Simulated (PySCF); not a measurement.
4-fluoro-2,3-dihydrofuran (C4H5FO), SMILES FC1=COCC1. Atoms are numbered in the order given.

```xyz
11

F     -0.0150    -2.1034     0.0000
C      0.0373    -0.7689     0.0000
C      1.1372    -0.0043     0.0000
O      0.8669     1.3317     0.0000
C     -0.5759     1.4828     0.0000
C     -1.2029     0.0694     0.0000
H      2.1897    -0.2867     0.0000
H     -0.8498     2.0673     0.8925
H     -0.8498     2.0673    -0.8925
H     -1.8320    -0.1226     0.8880
H     -1.8320    -0.1226    -0.8880
```

Coordinates come from a r2SCAN-D4/def2-SVP optimisation. A frequency run showed that this geometry is not a minimum. The values are those of a single conformer.

Method: TDDFT-PBE/def2-SVPD in PySCF.

Vertical excitations.  State labels are in the subgroup Cs.

Computed lowest excited states:
```tsv
state	symmetry	energy (eV)	λ (nm)	f	main pairs
S1	A"	4.87	255	0.001	HOMO→LUMO+1 100 %
S2	A"	5.38	230	0.001	HOMO→LUMO+2 99 %
S3	A'	5.44	228	0.090	HOMO→LUMO 82 %, HOMO→LUMO+5 16 %
S4	A"	5.90	210	0.001	HOMO→LUMO+3 89 %
S5	A"	6.01	206	0.006	HOMO→LUMO+4 89 %
S6	A"	6.35	195	0.011	HOMO→LUMO+6 100 %
S7	A'	6.57	189	0.039	HOMO→LUMO+5 81 %, HOMO→LUMO 13 %
S8	A"	7.19	172	0.008	HOMO→LUMO+7 100 %
S9	A'	7.72	161	0.016	HOMO→LUMO+8 96 %
S10	A"	7.87	158	0.001	HOMO−1→LUMO 99 %
T1	A'	3.81	326	0	HOMO→LUMO 97 %
T2	A"	4.80	258	0	HOMO→LUMO+1 100 %
T3	A"	5.16	240	0	HOMO→LUMO+2 99 %
T4	A"	5.74	216	0	HOMO→LUMO+3 97 %
```
Triplets are in the Tamm–Dancoff approximation, which puts them higher than full response would, so one can lie above its singlet here.
